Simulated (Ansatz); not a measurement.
Cu₄S₃. Total charge 0; triplet. Geometry r2SCAN-D4/def2-SVP, that of the neutral singlet; atoms count from 1.

```xyz
7

Cu    0.4511   -1.4229    0.5847
Cu    0.5501   -0.1911   -1.4899
Cu   -1.4898    0.1263    0.2077
Cu    0.6362    1.2451    0.5630
S    -1.1004   -1.6345   -1.0577
S     2.2292   -0.1823    0.0404
S    -1.2765    2.0593    1.1517
```

The structure comes from a short search, and lower isomers may exist.

(1) Estimate the Mulliken populations from the PBE0/def2-SVP orbitals of Ansatz.

(2) Where does the spin sit?

(3) And the Mayer bond orders between heavy atoms (over 0.3)?

Results:

(1) 
| atom | charge (e) | spin (α − β) | d electrons |
| --- | --- | --- | --- |
| Cu1 | 0.24 | 0.16 | 9.71 |
| Cu2 | 0.24 | 0.16 | 9.71 |
| Cu3 | 0.11 | 0.06 | 9.67 |
| Cu4 | 0.11 | 0.06 | 9.67 |
| S5 | -0.27 | 0.36 | – |
| S6 | -0.27 | 0.36 | – |
| S7 | -0.16 | 0.83 | – |
Mulliken values depend strongly on the basis.

(2) Summed by element: Cu 0.46, S 1.54, of 2 unpaired in all. Largest on single atoms: S7 0.83, S6 0.36, S5 0.36.

(3) Cu1–S5 0.72 (2.27 Å); Cu1–S6 0.74 (2.24 Å); Cu2–S5 0.74 (2.23 Å); Cu2–S6 0.72 (2.27 Å); Cu3–S5 0.74 (2.20 Å); Cu3–S7 0.87 (2.16 Å); Cu4–S6 0.74 (2.20 Å); Cu4–S7 0.88 (2.16 Å).
